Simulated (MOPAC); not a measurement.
Input for MOPAC: AM1 on ethylmethylamine (SMILES CCNC), a point of a torsion scan.

```
AM1 1SCF PRECISE CHARGE=0 THREADS=1
C3H9N

C      1.79861064 1     0.55648849 1    -0.01537027 1
C      0.55687492 1    -0.24887530 1     0.35225070 1
N     -0.62091108 1     0.13150823 1    -0.42405019 1
C     -1.19398404 1    -0.93606666 1    -1.21445473 1
H      2.64193427 1     0.25371813 1     0.60075242 1
H      1.61964480 1     1.61800846 1     0.14272527 1
H      2.06208803 1     0.39900941 1    -1.06045034 1
H      0.76339064 1    -1.31590825 1     0.21473807 1
H      0.32654019 1    -0.09000729 1     1.41355309 1
H     -0.39714049 1     0.91988968 1    -1.02193190 1
H     -0.49305527 1    -1.38606661 1    -1.93569603 1
H     -1.54406927 1    -1.72015736 1    -0.54249256 1
H     -2.05062054 1    -0.54610265 1    -1.76222693 1
```

Output:

```
*******************************************************************************
 **                                                                           **
 **                              MOPAC v23.2.5                                **
 **                                                                           **
 *******************************************************************************
 ** MOPAC's Digital Object Identifier: https://doi.org/10.5281/zenodo.6511958 **
 **                                                                           **
 ** Please cite the open-source release paper for use of this MOPAC version:  **
 ** J. E. Moussa and J. J. P. Stewart (2026)                                  **
 ** MOPAC: An open-source semiempirical molecular orbital program             **
 ** J. Open Source Softw., 11(119), 8025, https://doi.org/10.21105/joss.08025 **
 *******************************************************************************

                              AM1 CALCULATION RESULTS

 *******************************************************************************
 *  AM1        - The AM1 Hamiltonian to be used
 *
 *
 *
 *                 CHARGE ON SYSTEM = 0
 *
 *
 *
 *  PRECISE    - TIGHTER CRITERIA TO BE USED
 *  1SCF       - DO 1 SCF AND THEN STOP
 *  THREADS=1  - MULTI-THREADING NOT USED
 *  T=         - A TIME OF 172800.0 SECONDS REQUESTED
 *  DUMP=N     - RESTART FILE WRITTEN EVERY 7200.0 SECONDS REQUESTED
 *******************************************************************************
AM1 1SCF PRECISE CHARGE=0 THREADS=1
 C3H9N

   ATOM   CHEMICAL          X               Y               Z
  NUMBER   SYMBOL      (ANGSTROMS)     (ANGSTROMS)     (ANGSTROMS)

     1       C          1.79861064  *   0.55648849  *  -0.01537027  *
     2       C          0.55687492  *  -0.24887530  *   0.35225070  *
     3       N         -0.62091108  *   0.13150823  *  -0.42405019  *
     4       C         -1.19398404  *  -0.93606666  *  -1.21445473  *
     5       H          2.64193427  *   0.25371813  *   0.60075242  *
     6       H          1.61964480  *   1.61800846  *   0.14272527  *
     7       H          2.06208803  *   0.39900941  *  -1.06045034  *
     8       H          0.76339064  *  -1.31590825  *   0.21473807  *
     9       H          0.32654019  *  -0.09000729  *   1.41355309  *
    10       H         -0.39714049  *   0.91988968  *  -1.02193190  *
    11       H         -0.49305527  *  -1.38606661  *  -1.93569603  *
    12       H         -1.54406927  *  -1.72015736  *  -0.54249256  *
    13       H         -2.05062054  *  -0.54610265  *  -1.76222693  *



          CARTESIAN COORDINATES

    NO.       ATOM           X           Y           Z

     1         C          1.7986      0.5565     -0.0154
     2         C          0.5569     -0.2489      0.3523
     3         N         -0.6209      0.1315     -0.4241
     4         C         -1.1940     -0.9361     -1.2145
     5         H          2.6419      0.2537      0.6008
     6         H          1.6196      1.6180      0.1427
     7         H          2.0621      0.3990     -1.0605
     8         H          0.7634     -1.3159      0.2147
     9         H          0.3265     -0.0900      1.4136
    10         H         -0.3971      0.9199     -1.0219
    11         H         -0.4931     -1.3861     -1.9357
    12         H         -1.5441     -1.7202     -0.5425
    13         H         -2.0506     -0.5461     -1.7622

  H: (AM1): M.J.S. DEWAR ET AL, J. AM. CHEM. SOC. 107 3902-3909 (1985)
  C: (AM1): M.J.S. DEWAR ET AL, J. AM. CHEM. SOC. 107 3902-3909 (1985)
  N: (AM1): M.J.S. DEWAR ET AL, J. AM. CHEM. SOC. 107 3902-3909 (1985)

           Empirical Formula: C3 H9 N  =    13 atoms



      MOLECULAR POINT GROUP   :   C1


      RHF CALCULATION, NO. OF DOUBLY OCCUPIED LEVELS = 13


 -------------------------------------------------------------------------------
 AM1 1SCF PRECISE CHARGE=0 THREADS=1
 C3H9N



     1SCF WAS SPECIFIED, SO BFGS WAS NOT USED
     SCF FIELD WAS ACHIEVED


                              AM1 CALCULATION
                                                       MOPAC v23.2.5 Linux




          FINAL HEAT OF FORMATION =         -8.12873 KCAL/MOL =     -34.01059 KJ/MOL


          COSMO AREA              =        111.26 SQUARE ANGSTROMS
          COSMO VOLUME            =         95.94 CUBIC ANGSTROMS

          IONIZATION POTENTIAL    =          9.351839 EV
          HOMO LUMO ENERGIES (EV) =         -9.352  3.352
          NO. OF FILLED LEVELS    =         13
          MOLECULAR WEIGHT        =         59.1108         POINT GROUP:  C1

          MOLECULAR DIMENSIONS (Angstroms)

            Atom       Atom       Distance
            H    13    H     5     5.31446
            H     9    H     7     3.01925
            H     8    H     6     2.70129


          SCF CALCULATIONS        =          1





   ATOM   CHEMICAL          X               Y               Z
  NUMBER   SYMBOL      (ANGSTROMS)     (ANGSTROMS)     (ANGSTROMS)

     1       C          1.79861064  *   0.55648849  *  -0.01537027  *
     2       C          0.55687492  *  -0.24887530  *   0.35225070  *
     3       N         -0.62091108  *   0.13150823  *  -0.42405019  *
     4       C         -1.19398404  *  -0.93606666  *  -1.21445473  *
     5       H          2.64193427  *   0.25371813  *   0.60075242  *
     6       H          1.61964480  *   1.61800846  *   0.14272527  *
     7       H          2.06208803  *   0.39900941  *  -1.06045034  *
     8       H          0.76339064  *  -1.31590825  *   0.21473807  *
     9       H          0.32654019  *  -0.09000729  *   1.41355309  *
    10       H         -0.39714049  *   0.91988968  *  -1.02193190  *
    11       H         -0.49305527  *  -1.38606661  *  -1.93569603  *
    12       H         -1.54406927  *  -1.72015736  *  -0.54249256  *
    13       H         -2.05062054  *  -0.54610265  *  -1.76222693  *

                             CARTESIAN COORDINATES

   1    C        1.798610640     0.556488490    -0.015370270
   2    C        0.556874920    -0.248875300     0.352250700
   3    N       -0.620911080     0.131508230    -0.424050190
   4    C       -1.193984040    -0.936066660    -1.214454730
   5    H        2.641934270     0.253718130     0.600752420
   6    H        1.619644800     1.618008460     0.142725270
   7    H        2.062088030     0.399009410    -1.060450340
   8    H        0.763390640    -1.315908250     0.214738070
   9    H        0.326540190    -0.090007290     1.413553090
  10    H       -0.397140490     0.919889680    -1.021931900
  11    H       -0.493055270    -1.386066610    -1.935696030
  12    H       -1.544069270    -1.720157360    -0.542492560
  13    H       -2.050620540    -0.546102650    -1.762226930


           Empirical Formula: C3 H9 N  =    13 atoms



      MOLECULAR POINT GROUP   :   C1


                  EIGENVALUES
 -37.44531 -31.59275 -25.92715 -23.00503 -16.58909 -15.82084 -15.76856 -13.86733
 -13.39197 -12.94837 -12.37273 -11.94698  -9.35184   3.35176   4.02722   4.08435
   4.40195   4.44951   4.46462   4.81539   4.98999   5.05302   5.15487   6.19813
   6.32689


              NET ATOMIC CHARGES AND DIPOLE CONTRIBUTIONS

  ATOM NO.   TYPE          CHARGE      No. of ELECS.   s-Pop       p-Pop
    1          C          -0.234888        4.2349     1.22004     3.01485
    2          C          -0.077196        4.0772     1.21858     2.85861
    3          N          -0.306120        5.3061     1.59933     3.70679
    4          C          -0.122676        4.1227     1.21931     2.90336
    5          H           0.080503        0.9195     0.91950
    6          H           0.078825        0.9212     0.92117
    7          H           0.070206        0.9298     0.92979
    8          H           0.070388        0.9296     0.92961
    9          H           0.090960        0.9090     0.90904
   10          H           0.150219        0.8498     0.84978
   11          H           0.038364        0.9616     0.96164
   12          H           0.080931        0.9191     0.91907
   13          H           0.080482        0.9195     0.91952
 DIPOLE           X         Y         Z       TOTAL
 POINT-CHG.     0.341    -0.288    -0.141     0.468
 HYBRID         0.713    -0.112    -0.740     1.033
 SUM            1.054    -0.399    -0.881     1.431


          ATOMIC ORBITAL ELECTRON POPULATIONS

     Atom    s        px        py        pz
    1  C   1.22004   0.98460   1.01265   1.01760
    2  C   1.21858   0.88111   0.98495   0.99256
    3  N   1.59933   1.31561   1.09257   1.29861
    4  C   1.21931   0.98907   0.94914   0.96515
    5  H   0.91950
    6  H   0.92117
    7  H   0.92979
    8  H   0.92961
    9  H   0.90904
   10  H   0.84978
   11  H   0.96164
   12  H   0.91907
   13  H   0.91952

 **********************
 *                    *
 * JOB ENDED NORMALLY *
 *                    *
 **********************




 == MOPAC DONE ==
```

The run finished.

Cost: about 0.020 core-seconds (a rough figure).
